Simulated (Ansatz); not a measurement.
# One elementary step

Start structure (Si$_{3}$H$_{10}$O, singlet), relaxed at PBE0-D4/def2-TZVP:

```xyz
14
angstrom
Si -1.5715 -0.3245 0.9853
Si 0.5519 -0.4537 1.9713
H -1.5939 -1.0155 -0.3325
H -2.5967 -0.9731 1.8505
H -1.9844 1.0908 0.7840
H 0.4178 1.9514 -0.8082
O 0.6296 1.0170 -0.7993
Si 0.7429 0.2302 -2.2500
H 1.0885 0.9039 2.2506
H 0.4674 -1.1849 3.2671
H 1.5019 -1.1869 1.0952
H -0.5344 0.3074 -3.0079
H 1.0575 -1.1764 -1.9166
H 1.8232 0.8144 -3.0896
```

The step: Si₂H₆ ([SiH3][SiH3]) + SiH₄O ([OH][SiH3]) → Si₂H₆O ([SiH3][O][SiH3]) + SiH₄; bonds formed: Si1–O7, Si2–H6; bonds broken: Si1–Si2, H6–O7. Program: Ansatz 0.2.0. Basis: def2-TZVPP and def2-QZVPP. Cores are frozen in the correlated methods. Extrapolation: Hartree–Fock as exp(−7.88 √X), correlation as X^−2.97. Energies below are by CCSD(T) at an estimated basis limit (MP2 extrapolated from triple and quadruple zeta, plus CCSD(T) − MP2 in triple zeta).

(1) What are the electronic barrier and the energy of the step, from the start structure to the end structure? (An estimate is asked for; the value comes from the calculation.)

No T1 diagnostic of these runs exceeds 0.014.

Results:

(1) The calculation gives: Barrier 1.830 eV; step energy -1.032 eV (downhill); reverse barrier, their difference, 2.863 eV. Barrier and step energy count from the start structure, the reverse barrier from the end structure.

The saddle point: One imaginary mode of 528i cm⁻¹.
```
   pair  start (Å)  saddle (Å)  end (Å)
 Si1–O7       3.14        1.82     1.63
 Si2–H6       3.68        2.14     1.49
Si1–Si2       2.34        2.73     3.98
  H6–O7       0.96        1.04     3.12
```

Zero-point energy (harmonic, PBE0-D4): ZPE is 2.412 eV at the start and 2.329 eV at the saddle, so the barrier goes from 1.830 to 1.747 eV.

Labels in which every atom is bracketed show which atoms are joined, not bond orders.

For scale, one of the runs: CCSD(T)/def2-TZVPP, 297 basis functions, launched by `ansatz run in.yaml --threads 8 --pin off --events-out ev --progress --plain --max-ram 19148MiB`. The run took 2.1 min on 8 CPU threads of an Arm Neoverse V1 (shared host), with 9 GiB of host memory at its peak.
